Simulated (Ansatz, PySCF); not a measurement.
C2H7ClOSi, SMILES C[C@@H](O)[SiH2]Cl. Atoms are numbered in the order given.

```xyz
12

C     -2.3315    -0.6223     0.7224
C     -1.2122     0.1485     0.0372
O     -1.1313     1.4900     0.4802
Si     0.4744    -0.7072     0.2253
Cl     1.8961     0.2468    -0.9353
H     -2.1320    -0.7546     1.7998
H     -2.4648    -1.6232     0.2833
H     -3.2795    -0.0709     0.6235
H     -1.4289     0.2085    -1.0434
H     -0.9481     1.4827     1.4267
H      0.4282    -2.1430    -0.1789
H      0.8947    -0.5950     1.6552
```
Charge 0, spin multiplicity 1.

Geometry optimised at PBE0-D3(BJ)/def2-SVP. The structure was generated by enumeration; whether it is a known compound was not checked. The values are those of a single conformer.

Two levels are set side by side: PBE-D3(BJ)/def2-SVP (Ansatz, a first-principles code) and PBE0-D3(BJ)/def2-SVP (Ansatz). Each level has its own optimised geometry; the coordinates shown are those of the second. Frequencies come from the Hessian of PySCF at each geometry. Differences are taken from unrounded values.

| quantity | PBE0-D3(BJ) | PBE-D3(BJ) | PBE-D3(BJ) minus PBE0-D3(BJ) |
|---|---|---|---|
| mean bond length (Å) | 1.388 | 1.399 | 0.011 |
| bond C1–C2 (Å) | 1.522 | 1.531 | 0.009 |
| bond C2–O3 (Å) | 1.415 | 1.430 | 0.015 |
| bond C2–Si4 (Å) | 1.901 | 1.914 | 0.014 |
| bond Si4–Cl5 (Å) | 2.068 | 2.082 | 0.014 |
| bond C1–H6 (Å) | 1.104 | 1.112 | 0.008 |
| bond C1–H7 (Å) | 1.101 | 1.109 | 0.008 |
| bond C1–H8 (Å) | 1.101 | 1.109 | 0.008 |
| bond C2–H9 (Å) | 1.104 | 1.112 | 0.008 |
| bond O3–H10 (Å) | 0.964 | 0.976 | 0.012 |
| bond Si4–H11 (Å) | 1.492 | 1.505 | 0.012 |
| bond Si4–H12 (Å) | 1.495 | 1.506 | 0.012 |
| highest harmonic wavenumber (cm⁻¹) | 3860 | 3677 | -183 |
| mean harmonic wavenumber (cm⁻¹) | 1304 | 1259 | -46 |
| zero-point energy (kcal/mol) | 55.94 | 53.97 | -1.96 |

GGA bonds tend to be longer and softer than those of functionals with exact exchange. Differences between two approximate levels are no errors against the true value.
